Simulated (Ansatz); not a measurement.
Relaxation of CH₄Cl₂Ge (8 atoms, charge 0, multiplicity 1), to a largest force component of 0.02 eV/Å in at most 40 steps.

Theory: RHF/def2-SVP in Ansatz.

```xyz
8
Properties=species:S:1:pos:R:3
Ge 0.000 0.000 0.000
Cl 0.000 0.000 2.220
C 1.848 0.000 -0.653
H 2.196 -1.046 -0.781
H 1.897 0.528 -1.628
H 2.500 0.519 0.081
Cl -1.046 1.812 -0.739
H -0.730 -1.265 -0.516
```

Where does it end, and by what steps?

The run converged. The force dipped under the threshold on the way, but the program's further checks kept it going. After 13 steps the energy has fallen by 0.153 eV; H4 moved furthest, 0.42 Å.

| step | energy less start (eV) | largest force component (eV/Å) | accepted |
| --- | --- | --- | --- |
| 0 | 0.0000 | 1.050 | yes |
| 1 | -0.1010 | 0.457 | yes |
| 2 | -0.1352 | 0.119 | yes |
| 3 | -0.1387 | 0.022 | yes |
| 4 | -0.1469 | 0.033 | yes |
| 5 | -0.1235 | 0.780 | no |
| 6 | -0.1508 | 0.009 | yes |
| 7 | -0.1504 | 0.219 | no |
| 8 | -0.1520 | 0.014 | yes |
| 9 | -0.1514 | 0.064 | no |
| 10 | -0.1524 | 0.011 | yes |
| 11 | -0.1526 | 0.031 | yes |
| 12 | -0.1527 | 0.028 | yes |
| 13 | -0.1527 | 0.017 | yes |

```xyz
8
Properties=species:S:1:pos:R:3
Ge 0.012 -0.024 -0.040
Cl -0.007 -0.235 2.111
C 1.849 0.010 -0.653
H 2.343 -0.930 -0.401
H 1.879 0.152 -1.734
H 2.381 0.831 -0.172
Cl -0.922 1.867 -0.515
H -0.870 -1.123 -0.613
```

Whether the end is a true minimum wasn't checked by a vibrational analysis.

Run time: 40 s on 1 thread of Arm Neoverse V2, with other jobs on the host, peak memory 0.22 GiB.
